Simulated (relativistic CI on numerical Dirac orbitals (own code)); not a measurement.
## Energy levels of Sr XXVII

Method of calculation: Dirac-Coulomb-Breit CI, separate exchange-only KLI orbitals for each configuration, model QED (radiative potential, 1s self-energy scaled to tabulated hydrogen-like ionisation energies), unscaled Slater integrals (own radial code, finite nucleus).

Configurations in the expansion (outside the closed core [Ne]): 3s2, 3s.3p, 3p2, 3s.3d, 3d2, 3p.3d, 3p.4s, 3d.4s, 3s.4s, 3s.4p, 3s.4d, 3s.4f, 3s.5s, 3s.5p, 3s.5d, 4s2. Levels of other configurations are missing.

| No. | Configuration | Term | J | E (cm⁻¹) | % | Landé g | jj configuration (%) |
| --- | --- | --- | --- | --- | --- | --- | --- |
| 1 | 3s2 | 1S | 0 | 0 | 98 |  | closed (98) |
| 2 | 3s.3p | 3P° | 0 | 420483 | 100 |  | 3s 3p1/2 (100) |
| 3 | 3s.3p | 3P° | 1 | 448222 | 94 | 1.467 | 3s 3p1/2 (87) |
| 4 | 3s.3p | 3P° | 2 | 551300 | 100 | 1.498 | 3s 3p3/2 (100) |
| 5 | 3s.3p | 1P° | 1 | 707234 | 92 | 1.028 | 3s 3p3/2 (86) |
| 6 | 3p2 | 3P | 0 | 1012241 | 85 |  | 3p1/2^2 (94) |
| 7 | 3p2 | 1D | 2 | 1100781 | 60 | 1.128 | 3p1/2 3p3/2 (86) |
| 8 | 3p2 | 3P | 1 | 1107487 | 100 | 1.498 | 3p1/2 3p3/2 (100) |
| 9 | 3p2 | 3P | 2 | 1223876 | 72 | 1.360 | 3p3/2^2 (85) |
| 10 | 3s.3d | 3D | 1 | 1295826 | 100 | 0.496 | 3s 3d3/2 (100) |
| 11 | 3s.3d | 3D | 2 | 1305380 | 99 | 1.164 | 3s 3d3/2 (63) |
| 12 | 3s.3d | 3D | 3 | 1320820 | 100 | 1.331 | 3s 3d5/2 (100) |
| 13 | 3p2 | 1S | 0 | 1351659 | 82 |  | 3p3/2^2 (93) |
| 14 | 3s.3d | 1D | 2 | 1462711 | 74 | 1.004 | 3s 3d5/2 (50) |
| 15 | 3p.3d | 3F° | 2 | 1748132 | 79 | 0.738 | 3p1/2 3d3/2 (99) |
| 16 | 3p.3d | 3F° | 3 | 1810057 | 88 | 1.100 | 3p1/2 3d5/2 (76) |
| 17 | 3p.3d | 1D° | 2 | 1830034 | 39 | 1.161 | 3p1/2 3d5/2 (88) |
| 18 | 3p.3d | 3D° | 1 | 1855666 | 70 | 0.746 | 3p1/2 3d3/2 (90) |
| 19 | 3p.3d | 3F° | 4 | 1902100 | 100 | 1.248 | 3p3/2 3d5/2 (100) |
| 20 | 3p.3d | 3D° | 2 | 1916345 | 40 | 1.087 | 3p3/2 3d3/2 (61) |
| 21 | 3p.3d | 3D° | 3 | 1955106 | 84 | 1.286 | 3p3/2 3d5/2 (50) |
| 22 | 3p.3d | 3P° | 0 | 1960144 | 100 |  | 3p3/2 3d3/2 (100) |
| 23 | 3p.3d | 3P° | 1 | 1961124 | 76 | 1.256 | 3p3/2 3d3/2 (92) |
| 24 | 3p.3d | 3P° | 2 | 1969381 | 55 | 1.338 | 3p3/2 3d5/2 (66) |
| 25 | 3p.3d | 1F° | 3 | 2073020 | 91 | 1.024 | 3p3/2 3d5/2 (50) |
| 26 | 3p.3d | 1P° | 1 | 2101400 | 89 | 0.990 | 3p3/2 3d5/2 (84) |
| 27 | 3d2 | 3F | 2 | 2620438 | 96 | 0.677 | 3d3/2^2 (83) |
| 28 | 3d2 | 3F | 3 | 2638462 | 100 | 1.081 | 3d3/2 3d5/2 (100) |
| 29 | 3d2 | 3F | 4 | 2656456 | 97 | 1.241 | 3d5/2^2 (65) |
| 30 | 3d2 | 3P | 0 | 2690813 | 98 |  | 3d3/2^2 (74) |

Energies count from the lowest computed level; ° marks odd parity. Filled j subshells are mostly left out of the jj labels.

The mean weight of the leading LS term, summed over parents, in these 30 levels is 85 %, and that of the leading jj configuration (from the same eigenvectors) 84 %.

At this charge energies of transitions that change n are usually good to better than 1 %, and those within a shell (Δn = 0) to a few per cent.

LS names give the leading component of a level, which can be under half, so a name can repeat, a term be missing and a line seem to break the LS rules.
